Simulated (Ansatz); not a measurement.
SrS₂. The state is a singlet with charge 0. Geometry PBE0-D4/def2-TZVP, basis def2-TZVP, Ansatz.

Cartesian coordinates in Å:
```
Sr -1.0154 0.6723 -0.9838
S 0.9591 0.6134 0.6749
S 0.0563 -1.2857 0.3089
```

```json
{"run": "A", "HOMO (eV)": "-3.39", "LUMO (eV)": "-2.68"}
{"run": "B", "HOMO (eV)": "-4.29", "LUMO (eV)": "-2.18"}
{"run": "C", "HOMO (eV)": "-3.81", "LUMO (eV)": "-2.04"}
{"run": "D", "HOMO (eV)": "-4.12", "LUMO (eV)": "-2.47"}
{"run": "E", "HOMO (eV)": "-3.56", "LUMO (eV)": "-2.76"}
{"run": "F", "HOMO (eV)": "-6.41", "LUMO (eV)": "-0.88"}
```

In the def2 sets Sr takes a core potential; there is no spin–orbit coupling. B3LYP takes the VWN-RPA correlation. The structure comes from a short search, and lower isomers may exist.

**Question.** The runs used B3LYP, HF, LDA (SPW92), PBE, PBE0, r2SCANh. Estimate which is which.

**Answer.** A PBE (0 % exact exchange); B PBE0 (25 % exact exchange); C r2SCANh (10 % exact exchange); D B3LYP (20 % exact exchange); E LDA (SPW92) (0 % exact exchange); F HF (100 % exact exchange). Exact exchange lowers occupied and raises empty levels; among semilocal functionals meta-GGAs tend to open the gap a little, and such runs are hard to tell apart. The gap grows from 0.70 eV (PBE) to 5.53 eV (HF).
